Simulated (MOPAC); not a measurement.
Input file for MOPAC: AM1 on C2H4F2 (a complex), monomers drawn apart or pushed together.

```
AM1 1SCF PRECISE CHARGE=0 THREADS=1
C2H4F2

F     -0.09966557 1    -0.05492580 1    -0.30703798 1
H      0.01984255 1     0.44260732 1     0.47216502 1
C     -0.24109227 1    -1.18194759 1     3.14561580 1
C      0.02276904 1     0.07251399 1     3.43445996 1
F      0.18491726 1     1.01488710 1     2.45667435 1
H     -0.34209414 1    -1.52714779 1     2.12590170 1
H     -0.36045537 1    -1.88890318 1     3.95328546 1
H      0.14228764 1     0.51510096 1     4.41235399 1
```

It printed:

```
*******************************************************************************
 **                                                                           **
 **                              MOPAC v23.2.5                                **
 **                                                                           **
 *******************************************************************************
 ** MOPAC's Digital Object Identifier: https://doi.org/10.5281/zenodo.6511958 **
 **                                                                           **
 ** Please cite the open-source release paper for use of this MOPAC version:  **
 ** J. E. Moussa and J. J. P. Stewart (2026)                                  **
 ** MOPAC: An open-source semiempirical molecular orbital program             **
 ** J. Open Source Softw., 11(119), 8025, https://doi.org/10.21105/joss.08025 **
 *******************************************************************************

                              AM1 CALCULATION RESULTS

 *******************************************************************************
 *  AM1        - The AM1 Hamiltonian to be used
 *
 *
 *
 *                 CHARGE ON SYSTEM = 0
 *
 *
 *
 *  PRECISE    - TIGHTER CRITERIA TO BE USED
 *  1SCF       - DO 1 SCF AND THEN STOP
 *  THREADS=1  - MULTI-THREADING NOT USED
 *  T=         - A TIME OF 172800.0 SECONDS REQUESTED
 *  DUMP=N     - RESTART FILE WRITTEN EVERY 7200.0 SECONDS REQUESTED
 *******************************************************************************
AM1 1SCF PRECISE CHARGE=0 THREADS=1
 C2H4F2

   ATOM   CHEMICAL          X               Y               Z
  NUMBER   SYMBOL      (ANGSTROMS)     (ANGSTROMS)     (ANGSTROMS)

     1       F         -0.09966557  *  -0.05492580  *  -0.30703798  *
     2       H          0.01984255  *   0.44260732  *   0.47216502  *
     3       C         -0.24109227  *  -1.18194759  *   3.14561580  *
     4       C          0.02276904  *   0.07251399  *   3.43445996  *
     5       F          0.18491726  *   1.01488710  *   2.45667435  *
     6       H         -0.34209414  *  -1.52714779  *   2.12590170  *
     7       H         -0.36045537  *  -1.88890318  *   3.95328546  *
     8       H          0.14228764  *   0.51510096  *   4.41235399  *



          CARTESIAN COORDINATES

    NO.       ATOM           X           Y           Z

     1         F         -0.0997     -0.0549     -0.3070
     2         H          0.0198      0.4426      0.4722
     3         C         -0.2411     -1.1819      3.1456
     4         C          0.0228      0.0725      3.4345
     5         F          0.1849      1.0149      2.4567
     6         H         -0.3421     -1.5271      2.1259
     7         H         -0.3605     -1.8889      3.9533
     8         H          0.1423      0.5151      4.4124

  H: (AM1): M.J.S. DEWAR ET AL, J. AM. CHEM. SOC. 107 3902-3909 (1985)
  C: (AM1): M.J.S. DEWAR ET AL, J. AM. CHEM. SOC. 107 3902-3909 (1985)
  F: (AM1): M.J.S. DEWAR AND E. G. ZOEBISCH, THEOCHEM, 180, 1 (1988).

           Empirical Formula: C2 H4 F2  =     8 atoms



      MOLECULAR POINT GROUP   :   Cs


      RHF CALCULATION, NO. OF DOUBLY OCCUPIED LEVELS = 13


 -------------------------------------------------------------------------------
 AM1 1SCF PRECISE CHARGE=0 THREADS=1
 C2H4F2



     1SCF WAS SPECIFIED, SO BFGS WAS NOT USED
     SCF FIELD WAS ACHIEVED


                              AM1 CALCULATION
                                                       MOPAC v23.2.5 Linux




          FINAL HEAT OF FORMATION =       -102.07521 KCAL/MOL =    -427.08266 KJ/MOL


          COSMO AREA              =        105.54 SQUARE ANGSTROMS
          COSMO VOLUME            =         84.84 CUBIC ANGSTROMS

          IONIZATION POTENTIAL    =         10.766821 EV
          HOMO LUMO ENERGIES (EV) =        -10.767  0.654
          NO. OF FILLED LEVELS    =         13
          MOLECULAR WEIGHT        =         66.0504         POINT GROUP:  Cs

          MOLECULAR DIMENSIONS (Angstroms)

            Atom       Atom       Distance
            H     8    F     1     4.75985
            F     5    H     7     3.12101
            H     8    H     6     0.01075


          SCF CALCULATIONS        =          1





   ATOM   CHEMICAL          X               Y               Z
  NUMBER   SYMBOL      (ANGSTROMS)     (ANGSTROMS)     (ANGSTROMS)

     1       F         -0.09966557  *  -0.05492580  *  -0.30703798  *
     2       H          0.01984255  *   0.44260732  *   0.47216502  *
     3       C         -0.24109227  *  -1.18194759  *   3.14561580  *
     4       C          0.02276904  *   0.07251399  *   3.43445996  *
     5       F          0.18491726  *   1.01488710  *   2.45667435  *
     6       H         -0.34209414  *  -1.52714779  *   2.12590170  *
     7       H         -0.36045537  *  -1.88890318  *   3.95328546  *
     8       H          0.14228764  *   0.51510096  *   4.41235399  *

                             CARTESIAN COORDINATES

   1    F       -0.099665570    -0.054925800    -0.307037980
   2    H        0.019842550     0.442607320     0.472165020
   3    C       -0.241092270    -1.181947590     3.145615800
   4    C        0.022769040     0.072513990     3.434459960
   5    F        0.184917260     1.014887100     2.456674350
   6    H       -0.342094140    -1.527147790     2.125901700
   7    H       -0.360455370    -1.888903180     3.953285460
   8    H        0.142287640     0.515100960     4.412353990


           Empirical Formula: C2 H4 F2  =     8 atoms



      MOLECULAR POINT GROUP   :   Cs


                  EIGENVALUES
 -49.77406 -47.57654 -33.42586 -22.84901 -18.22424 -17.10797 -16.43050 -16.34802
 -14.03957 -13.69091 -13.69077 -13.10323 -10.76682   0.65448   3.19727   3.45973
   4.39652   4.74484   5.16005   5.85582


              NET ATOMIC CHARGES AND DIPOLE CONTRIBUTIONS

  ATOM NO.   TYPE          CHARGE      No. of ELECS.   s-Pop       p-Pop
    1          F          -0.292951        7.2930     1.90239     5.39056
    2          H           0.287422        0.7126     0.71258
    3          C          -0.257861        4.2579     1.24039     3.01747
    4          C          -0.009596        4.0096     1.22087     2.78872
    5          F          -0.149528        7.1495     1.91818     5.23134
    6          H           0.141081        0.8589     0.85892
    7          H           0.136041        0.8640     0.86396
    8          H           0.145393        0.8546     0.85461
 DIPOLE           X         Y         Z       TOTAL
 POINT-CHG.    -0.036    -0.489     2.370     2.421
 HYBRID         0.081     0.357     0.380     0.527
 SUM            0.046    -0.133     2.750     2.754


          ATOMIC ORBITAL ELECTRON POPULATIONS

     Atom    s        px        py        pz
    1  F   1.90239   1.98996   1.82574   1.57486
    2  H   0.71258
    3  C   1.24039   1.02243   0.95008   1.04496
    4  C   1.22087   1.02723   0.87063   0.89087
    5  F   1.91818   1.93329   1.65088   1.64718
    6  H   0.85892
    7  H   0.86396
    8  H   0.85461

 **********************
 *                    *
 * JOB ENDED NORMALLY *
 *                    *
 **********************




 == MOPAC DONE ==
```

The run finished.

Cost: around 0.04 core-seconds (rough).
